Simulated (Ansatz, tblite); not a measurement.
Removing and adding an electron: Ta₃Se₁₂. Total charge 0; doublet. Geometry: PBE-D4/def2-SVP. Ansatz, gas phase; energy differences of separate SCF runs; the oxidised species is a triplet (the singlet lies 0.03 eV higher at PBE0-D4/def2-SVP); the reduced species is a singlet (the triplet lies 1.04 eV higher at PBE0-D4/def2-SVP).

```xyz
15

Ta    1.509   -1.182    0.648
Ta    0.626    0.624   -2.150
Ta   -1.825    0.332    0.699
Se    0.578   -3.359    0.038
Se    3.188   -1.516    2.219
Se   -0.791   -1.526   -1.077
Se   -0.246   -0.844    2.729
Se    2.748   -0.599   -1.458
Se    1.211    1.782    0.790
Se   -1.910    1.014   -1.751
Se   -0.914    2.467    1.704
Se    0.822    0.871   -4.431
Se    1.333    2.888   -1.341
Se   -4.045    0.869    1.241
Se   -2.284   -1.820    2.139
```

In the def2 sets Ta takes a core potential; there is no spin–orbit coupling. The xTB rows come from tblite. B3LYP takes the VWN-RPA correlation. Single mean-field runs in def2-SVP are fitted with def2-universal-jkfit. HOMO above LUMO, or a gap near zero within one spin, warns that the state may not be the lowest or that an electron is smeared out. The order of the spin states hangs on the level: the singlet lies 0.20 eV below the triplet at PBE-D4/def2-SVP, but 0.03 eV above it at PBE0-D4/def2-SVP. The singlet is doubtful at PBE0-D4/def2-SVP (restricted singlet with a triplet 0.03 eV lower at the same geometry).

| level | −HOMO (eV) | vertical IE (eV) | −LUMO (eV) | vertical EA (eV) | HOMO–LUMO gap (eV) | IE − EA (eV) | remarks |
| --- | --- | --- | --- | --- | --- | --- | --- |
| GFN1-xTB | – | 12.59 | – | 8.44 | – | 4.15 | – |
| PBE-D4/def2-SVP | 5.98 | 7.74 | 5.43 | 3.62 | 0.56 | 4.13 | gap within one spin near zero (+1 triplet), lower spin may lie lower (+1 triplet), restricted, untested (-1 singlet) |
| r2SCAN-D4/def2-SVP | 6.33 | 8.04 | 5.63 | 3.86 | 0.70 | 4.18 | gap within one spin near zero (+1 triplet), lower spin may lie lower (+1 triplet) |
| r2SCANh-D4/def2-SVP | 6.67 | – | 5.47 | 3.95 | 1.20 | – | – |
| B3LYP-D4/def2-SVP | 6.67 | – | 5.14 | 3.82 | 1.54 | – | – |
| PBE0-D4/def2-SVP | 6.96 | 8.12 | 5.11 | 3.93 | 1.86 | 4.19 | – |
| r2SCAN0-D4/def2-SVP | 7.19 | – | 5.18 | 4.07 | 2.00 | – | – |

   HOMO and LUMO are the levels of the spin that leaves or enters (xTB has no such levels and no spin-polarisation term). Other spin states of the ions may lie lower, which would lower the ionisation energy or raise the affinity. Raw xTB energy differences between charge states are shifted by several eV; the methods need an empirical correction for them. Sets without diffuse functions give affinities that are too small.
